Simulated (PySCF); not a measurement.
Job for PySCF: D3(BJ) and D4 dispersion corrections on H4OSe (a complex), monomers drawn apart or pushed together.

```python
from pyscf import gto
from pyscf.dispersion import dftd3, dftd4

mol = gto.M(
    atom='''
    O    -0.03281218   -0.38616358    0.22298971
    H     0.71613780    0.20229907    0.07938891
    H    -0.79865345    0.19173448    0.30870595
    Se    0.69699541   -0.11878245    4.59963048
    H     0.65528881   -1.51781293    4.16199036
    H     0.95542325   -0.50332969    5.99800848
    ''',
    basis='def2-svp',
    charge=0, spin=0, verbose=0, max_memory=1800)
d3, d4 = {}, {}
for xc in ['hf', 'pbe', 'blyp', 'revpbe', 'tpss', 'r2scan', 'b3lyp', 'pbe0', 'bhlyp', 'camb3lyp', 'b2plyp']:
    d3[xc] = float(dftd3.DFTD3Dispersion(mol, xc=xc, version='d3bj', atm=False).get_dispersion()['energy'])
    print(f'D3(BJ) {xc:10s} {d3[xc]:14.8f} Eh')
for xc in ['hf', 'pbe', 'blyp', 'revpbe', 'tpss', 'r2scan', 'b3lyp', 'pbe0', 'bhlyp', 'camb3lyp', 'b2plyp']:
    d4[xc] = float(dftd4.DFTD4Dispersion(mol, xc={'camb3lyp': 'cam-b3lyp'}.get(xc, xc), atm=True).get_dispersion()['energy'])
    print(f'D4     {xc:10s} {d4[xc]:14.8f} Eh')
```

The log:

```
D3(BJ) hf            -0.01545530 Eh
D3(BJ) pbe           -0.00155751 Eh
D3(BJ) blyp          -0.00321901 Eh
D3(BJ) revpbe        -0.00394296 Eh
D3(BJ) tpss          -0.00194374 Eh
D3(BJ) r2scan        -0.00049541 Eh
D3(BJ) b3lyp         -0.00263346 Eh
D3(BJ) pbe0          -0.00135428 Eh
D3(BJ) bhlyp         -0.00204802 Eh
D3(BJ) camb3lyp      -0.00124827 Eh
D3(BJ) b2plyp        -0.00121794 Eh
D4     hf            -0.00430974 Eh
D4     pbe           -0.00120101 Eh
D4     blyp          -0.00255906 Eh
D4     revpbe        -0.00386091 Eh
D4     tpss          -0.00160478 Eh
D4     r2scan        -0.00036795 Eh
D4     b3lyp         -0.00187342 Eh
D4     pbe0          -0.00104210 Eh
D4     bhlyp         -0.00137462 Eh
D4     camb3lyp      -0.00106501 Eh
D4     b2plyp        -0.00085400 Eh
```

The run finished.

Cost: about 0.05 core-seconds (a rough figure).
